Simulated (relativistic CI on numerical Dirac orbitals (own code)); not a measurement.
# Cu²⁺ in a cubic cluster: 2p photoemission with charge transfer

Computed with a charge-transfer multiplet model of a cubic metal-ligand cluster with up to one ligand hole, Slater and spin-orbit integrals from Dirac-Coulomb-Breit ions, Slater integrals scaled by 0.7. The ground state mixes d9 with configurations of k ligand holes L, whose averages lie at kΔ + k(k − 1)U_dd/2; a core hole lowers each added d electron by U_cd. 300 K, Lorentzian 0.6 eV and Gaussian 0.8 eV FWHM.

Atomic integrals in eV (Slater integrals scaled, ζ unscaled), ground: F2dd 9.683, F4dd 6.042, zeta_d 0.099; with the core hole: F2dd 9.683, F4dd 6.042, zeta_d 0.138, zeta_core 13.377, F2cd 6.178, G1cd 4.735, G3cd 2.694.

Cluster parameters (eV): U_dd = 7.3, U_cd = 8.6, 10Dq = 0.4, 10Dq(ligand) = 0.3, V(eg) = 1.6, V(t2g) = -0.76, final-state hopping factor = 0.8.

Weights, n_d and S are thermal averages at 300 K. Binding energies count from the first peak over 30 % of the highest in each spectrum, which can be another peak from case to case. The parameters are a model scan and need not match a compound or its usual spin state. Peaks in eV (height, largest 100): 0.0 (100), 5.3 (90), 7.8 (57), 20.0 (49), 26.7 (64).

**Question.** Which parameters give this spectrum?
A. Δ = 0.7 eV
B. Δ = 4.7 eV
C. Δ = 3.7 eV
D. Δ = 1.7 eV
E. Δ = 2.7 eV

**Answer.** E. Δ = 2.7 eV; the ground state then has 9.17 d electrons and S = 0.50. The choice follows from running the model for each set and comparing peak positions and heights.
